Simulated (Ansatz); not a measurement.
Li₄Te₂⁺. Charge 1, multiplicity 2. Geometry PBE-D4/def2-SVP.

Cartesian coordinates in Å:
```
Li 1.321 -1.509 0.436
Li 0.516 1.387 -1.458
Li -0.173 1.220 1.928
Li -2.687 -1.761 -1.431
Te 2.109 0.994 0.601
Te -1.086 -0.331 -0.076
```

In the def2 sets Te takes a core potential; there is no spin–orbit coupling. LC-ωPBE has ω = 0.4 bohr⁻¹. HSE06 is defined as in plane-wave codes, on full-range PBE exchange. The structure comes from a short search, and lower isomers may exist.

Question: Estimate the α-spin orbital energies around the gap (eV) in Ansatz with r2SCAN-D4/def2-TZVP, PBE0-D4/def2-SVP, PBE0-D4/def2-TZVP, HSE06-D4/def2-TZVP, LC-ωPBE/def2-TZVP.

Answer: 
| orbital | r2SCAN-D4/def2-TZVP | PBE0-D4/def2-SVP | PBE0-D4/def2-TZVP | HSE06-D4/def2-TZVP | LC-ωPBE/def2-TZVP |
| --- | --- | --- | --- | --- | --- |
| HOMO−5 | -10.60 | -11.53 | -11.49 | -11.09 | -14.17 |
| HOMO−4 | -9.40 | -10.19 | -10.20 | -9.81 | -12.65 |
| HOMO−3 | -9.34 | -10.13 | -10.14 | -9.75 | -12.62 |
| HOMO−2 | -8.60 | -9.38 | -9.38 | -9.00 | -11.76 |
| HOMO−1 | -8.59 | -9.37 | -9.37 | -8.99 | -11.70 |
| HOMO | -8.13 | -8.87 | -8.85 | -8.48 | -11.15 |
| LUMO | -4.42 | -4.50 | -4.55 | -4.86 | -3.15 |
| LUMO+1 | -3.84 | -3.92 | -4.00 | -4.32 | -2.58 |
| LUMO+2 | -3.48 | -3.35 | -3.47 | -3.79 | -2.05 |
| LUMO+3 | -3.10 | -3.13 | -3.22 | -3.54 | -1.88 |
| LUMO+4 | -3.04 | -3.03 | -3.14 | -3.46 | -1.58 |
| LUMO+5 | -2.93 | -2.84 | -3.00 | -3.33 | -1.38 |
| β HOMO | -8.40 | -9.16 | -9.17 | -8.79 | -11.52 |
| β LUMO | -6.92 | -6.50 | -6.45 | -6.81 | -4.41 |
